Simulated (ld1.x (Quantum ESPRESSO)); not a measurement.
Cutoff test, Zr, TM

* Element: zirconium
* Generator: ld1.x (Quantum ESPRESSO) 7.5
* Type: norm-conserving Troullier–Martins (Kleinman–Bylander form)
* Functional: PBE
* Relativity: fully relativistic
* Frozen core: [Kr]
* Valence charge: 4
* Reference configuration: 4d2 5s1.5 5p0 (charge +0.5)
* Partial waves: 5p (bound, empty): rc 3.20 bohr; 4d (bound): rc 1.65 bohr; 5s (bound): rc 3.35 bohr
* Local potential: the s channel
* Core correction: a·sin(br)/r model core, default radius (core density twice the valence density)

Open shells are filled in proportion to 2j + 1 (rel_dist='average').

The pseudo-atom Hamiltonian at the reference potential is diagonalised in spherical Bessel functions j_l(qr) that vanish at 20 bohr, with q² up to the cutoff. All-electron valence levels (Ry): 5p1/2 -0.2838, 5p3/2 -0.2743, 4d3/2 -0.4956, 4d5/2 -0.4857, 5s -0.5226.

How do the lowest levels (Ry) of each channel move with the cutoff, and are there ghosts?

```
cutoff (Ry)  p1/2 #1  p3/2 #1  p3/2 #2  d3/2 #1  d5/2 #1  d5/2 #2     s #1    f #1  Σ f·Δε (mRy)
          8  -0.2833  -0.2736  -0.0443  -0.1837  -0.1855  -0.0186  -0.5214  0.0214         611.5
         10  -0.2836  -0.2741  -0.0444  -0.2383  -0.2401  -0.0289  -0.5222  0.0214         501.1
         12  -0.2837  -0.2742  -0.0444  -0.3082  -0.3084  -0.0373  -0.5225  0.0214         362.8
         15  -0.2837  -0.2742  -0.0444  -0.3737  -0.3714  -0.0426  -0.5225  0.0214         234.8
         18  -0.2837  -0.2742  -0.0444  -0.4410  -0.4351  -0.0467  -0.5226  0.0214         104.4
         21  -0.2838  -0.2743  -0.0444  -0.4662  -0.4587  -0.0480  -0.5226  0.0214          55.9
         30  -0.2838  -0.2743  -0.0444  -0.4908  -0.4814  -0.0492  -0.5226  0.0214           8.9
         35  -0.2838  -0.2743  -0.0444  -0.4943  -0.4845  -0.0493  -0.5226  0.0214           2.3
         40  -0.2838  -0.2743  -0.0444  -0.4953  -0.4854  -0.0494  -0.5226  0.0214           0.5
         45  -0.2838  -0.2743  -0.0444  -0.4955  -0.4856  -0.0494  -0.5226  0.0214           0.2
         50  -0.2838  -0.2743  -0.0444  -0.4955  -0.4856  -0.0494  -0.5226  0.0214           0.1
        400  -0.2838  -0.2743  -0.0444  -0.4955  -0.4857  -0.0494  -0.5226  0.0214           0.0
```

Result: no extra level below or beside the all-electron valence levels (p1/2, p3/2, d3/2, d5/2, s, f tested); 10 mRy is reached at 30 Ry and 1 mRy at 40 Ry.
